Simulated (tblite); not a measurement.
Species: C2H9BO2Si.
Bonds: C1–C2, C2–O3, O3–B4, B4–O5, O5–Si6. Hydrogens: H7, H8, H9 on C1; H10, H11 on C2; H12 on B4; H13, H14, H15 on Si6.

Computed with GFN2-xTB (tblite), gas phase: L-BFGS steps from a force-field or distance-geometry start until the largest atomic force falls under 0.01 eV/Å.

Step 6: E = -546.4275 eV
```
atom  x, y, z in Å  |  force x, y, z in eV/Å
C1     -2.7539   -0.2065    0.0499   -0.305   0.057   0.040
C2     -1.5095   -0.0630   -0.8114   -0.069  -0.175   0.167
O3     -0.3802   -0.6527   -0.2040    0.390   0.203  -0.188
B4      0.8978   -0.4659   -0.5647   -0.252  -0.010  -0.629
O5      1.5991    0.7176   -0.6711   -0.340  -0.537   0.517
Si6     2.9757    0.6818    0.2111   -0.148   0.198  -0.032
H7     -3.5562    0.3518   -0.4335   -0.020  -0.073   0.091
H8     -3.0571   -1.2522    0.1298    0.132   0.137  -0.011
H9     -2.6186    0.1818    1.0573    0.147   0.049  -0.098
H10    -1.3351    0.9835   -1.1000    0.068  -0.114   0.139
H11    -1.6339   -0.6847   -1.7021   -0.324   0.300  -0.430
H12     1.4781   -1.4470   -0.8706    0.091  -0.180   0.276
H13     2.8887   -0.5752    0.9281    0.417  -0.215   0.392
H14     4.0742    0.6783   -0.7241    0.285   0.111  -0.213
H15     2.9263    1.7607    1.1778   -0.072   0.249  -0.020
```

Step 7: E = -546.4908 eV
```
atom  x, y, z in Å  |  force x, y, z in eV/Å
C1     -2.7615   -0.2036    0.0501   -0.118   0.026   0.035
C2     -1.5171   -0.0581   -0.8250   -0.075  -0.222   0.229
O3     -0.3868   -0.6812   -0.2286    0.140   0.447  -0.347
B4      0.8975   -0.4839   -0.5570   -0.042  -0.187  -0.731
O5      1.6074    0.6940   -0.6357   -0.295  -0.562   0.543
Si6     3.0040    0.6800    0.2266   -0.340   0.262  -0.153
H7     -3.5740    0.3506   -0.4203    0.019  -0.072   0.058
H8     -3.0602   -1.2510    0.1409    0.154   0.181  -0.039
H9     -2.6127    0.1903    1.0572    0.136   0.005  -0.198
H10    -1.3504    1.0019   -1.0978    0.152  -0.366   0.219
H11    -1.6438   -0.6641   -1.7332   -0.337   0.394  -0.224
H12     1.4835   -1.4730   -0.8818   -0.031   0.043   0.402
H13     2.9248   -0.5734    0.9544    0.451  -0.164   0.357
H14     4.0824    0.6909   -0.7452    0.166   0.105  -0.055
H15     2.9026    1.7888    1.1678    0.019   0.108  -0.096
```

Step 8: E = -546.5856 eV
```
atom  x, y, z in Å  |  force x, y, z in eV/Å
C1     -2.7742   -0.1986    0.0514    0.194  -0.024   0.002
C2     -1.5305   -0.0551   -0.8427   -0.091  -0.169   0.157
O3     -0.3950   -0.7148   -0.2705   -0.286   0.606  -0.534
B4      0.8945   -0.5153   -0.5645    0.229  -0.382  -0.612
O5      1.6122    0.6493   -0.5715   -0.121  -0.427   0.448
Si6     3.0416    0.6815    0.2479   -0.535   0.213  -0.234
H7     -3.6012    0.3480   -0.4003    0.070  -0.056   0.004
H8     -3.0618   -1.2469    0.1569    0.133   0.160  -0.052
H9     -2.6005    0.2038    1.0541    0.101  -0.038  -0.276
H10    -1.3702    1.0214   -1.0894    0.238  -0.607   0.289
H11    -1.6671   -0.6241   -1.7849   -0.320   0.455   0.138
H12     1.4926   -1.5144   -0.8889   -0.171   0.237   0.456
H13     2.9898   -0.5728    1.0016    0.489   0.074   0.201
H14     4.0979    0.7125   -0.7776   -0.090   0.088   0.240
H15     2.8675    1.8336    1.1506    0.160  -0.132  -0.227
```

Step 9: E = -546.6700 eV
```
atom  x, y, z in Å  |  force x, y, z in eV/Å
C1     -2.7826   -0.1946    0.0523    0.375  -0.057  -0.040
C2     -1.5435   -0.0557   -0.8548   -0.091  -0.037  -0.009
O3     -0.4023   -0.7304   -0.3123   -0.518   0.479  -0.585
B4      0.8917   -0.5447   -0.5843    0.309  -0.435  -0.318
O5      1.6108    0.6050   -0.5116    0.029  -0.193   0.257
Si6     3.0622    0.6862    0.2615   -0.534   0.064  -0.190
H7     -3.6214    0.3447   -0.3843    0.104  -0.033  -0.044
H8     -3.0602   -1.2411    0.1685    0.084   0.056  -0.039
H9     -2.5882    0.2145    1.0475    0.077  -0.038  -0.240
H10    -1.3810    1.0258   -1.0770    0.268  -0.570   0.282
H11    -1.6934   -0.5834   -1.8254   -0.305   0.399   0.363
H12     1.4990   -1.5465   -0.8850   -0.236   0.250   0.380
H13     3.0522   -0.5709    1.0436    0.486   0.327   0.027
H14     4.1095    0.7316   -0.7993   -0.295   0.067   0.454
H15     2.8428    1.8676    1.1330    0.248  -0.279  -0.296
```

Question: Estimate the geometry and energy of step 10. (The exact step hangs on the optimiser's Hessian estimate; all steps are aligned on step 9, rigid shifts and turns removed.)

Answer: E = -546.7642 eV, largest force 0.741 eV/Å
```
atom  x, y, z in Å  |  force x, y, z in eV/Å
C1     -2.7866   -0.1913    0.0519    0.391  -0.078  -0.074
C2     -1.5594   -0.0567   -0.8674   -0.073   0.115  -0.205
O3     -0.4134   -0.7368   -0.3687   -0.442   0.094  -0.512
B4      0.8903   -0.5799   -0.6107    0.135  -0.296   0.076
O5      1.6074    0.5520   -0.4444    0.048   0.049  -0.020
Si6     3.0714    0.6927    0.2718   -0.299  -0.129  -0.038
H7     -3.6386    0.3397   -0.3680    0.139  -0.007  -0.094
H8     -3.0562   -1.2335    0.1796    0.030  -0.109  -0.015
H9     -2.5733    0.2249    1.0358    0.077  -0.001  -0.101
H10    -1.3860    1.0188   -1.0583    0.266  -0.232   0.206
H11    -1.7283   -0.5331   -1.8609   -0.316   0.239   0.413
H12     1.5015   -1.5764   -0.8726   -0.228   0.093   0.221
H13     3.1276   -0.5622    1.0879    0.433   0.552  -0.145
H14     4.1162    0.7528   -0.8123   -0.451   0.042   0.587
H15     2.8229    1.8971    1.1087    0.291  -0.332  -0.298
```

The energy changes by -0.0942 eV. The first-order estimate −F·Δx gives -0.1320 eV and the mean of the old and new forces, exact on a quadratic surface, -0.0947 eV. The step makes an angle of 68° with the force vector and moves no atom by more than 0.088 Å.

What follows is the cost of the whole relaxation. The run took 0.66 s on Arm Neoverse N1, one thread (shared host).
